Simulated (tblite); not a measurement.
C₇H₁₂BN.
Atom-mapped SMILES: `[BH3-:1][n+:2]1[cH:3][cH:4][cH:5][c:6]([CH3:7])[c:8]1[CH3:9]` (hydrogens: H10, H11, H12 on B1; H13 on C3; H14 on C4; H15 on C5; H16, H17, H18 on C7; H19, H20, H21 on C9)
Bond orders are those of one Lewis drawing.

Computed with GFN2-xTB (tblite), gas phase: L-BFGS steps from a force-field or distance-geometry start until the largest atomic force falls under 0.01 eV/Å.

At the end of the run (lengths in Å): C7–H17 1.087, B1–N2 1.567, C6–C8 1.401, C5–H15 1.080, C6–C7 1.499, C9–H20 1.083, C7–H18 1.089, N2–C8–C9 117.2°, C6–C8–C9 121.7°, C4–C5–C6 119.4°, N2–C3–C4 122.8°, H19–C9–C8–C6 -122°, H16–C7–C6–C5 120°.

Task: These geometries were met on the way; a selection of coordinates is given. Order them by energy above the end point, lowest first.
A. C7–H17 1.130, B1–N2 1.527, C6–C8 1.368, C5–H15 1.107, C6–C7 1.473, C9–H20 1.109, C7–H18 1.112, N2–C8–C9 121.9°, C6–C8–C9 117.3°, C4–C5–C6 121.8°, N2–C3–C4 121.3°, H19–C9–C8–C6 177°, H16–C7–C6–C5 160°
B. C7–H17 1.087, B1–N2 1.582, C6–C8 1.401, C5–H15 1.080, C6–C7 1.499, C9–H20 1.089, C7–H18 1.089, N2–C8–C9 120.0°, C6–C8–C9 119.0°, C4–C5–C6 119.3°, N2–C3–C4 123.1°, H19–C9–C8–C6 179°, H16–C7–C6–C5 162°
C. C7–H17 1.073, B1–N2 1.571, C6–C8 1.398, C5–H15 1.072, C6–C7 1.498, C9–H20 1.087, C7–H18 1.081, N2–C8–C9 121.2°, C6–C8–C9 117.6°, C4–C5–C6 119.3°, N2–C3–C4 122.7°, H19–C9–C8–C6 177°, H16–C7–C6–C5 163°
D. C7–H17 1.087, B1–N2 1.583, C6–C8 1.400, C5–H15 1.080, C6–C7 1.498, C9–H20 1.089, C7–H18 1.090, N2–C8–C9 120.1°, C6–C8–C9 118.9°, C4–C5–C6 119.2°, N2–C3–C4 123.3°, H19–C9–C8–C6 -169°, H16–C7–C6–C5 142°
E. C7–H17 1.099, B1–N2 1.550, C6–C8 1.390, C5–H15 1.068, C6–C7 1.490, C9–H20 1.103, C7–H18 1.103, N2–C8–C9 122.8°, C6–C8–C9 116.7°, C4–C5–C6 119.9°, N2–C3–C4 121.0°, H19–C9–C8–C6 177°, H16–C7–C6–C5 161°

Result: D (0.051 eV), B (0.087 eV), C (0.142 eV), E (0.260 eV), A (0.419 eV).

```csv
step,E above end (eV),"rms distance from the end, all atoms (Å)",largest force (eV/Å),rms shift of all bonds from the end (Å)
40,0.051,0.348,0.125,0.005
11,0.087,0.474,0.073,0.005
3,0.142,0.481,0.571,0.008
1,0.260,0.488,0.766,0.009
0,0.419,0.491,2.082,0.022
```

Rows stand in the order of the answer.
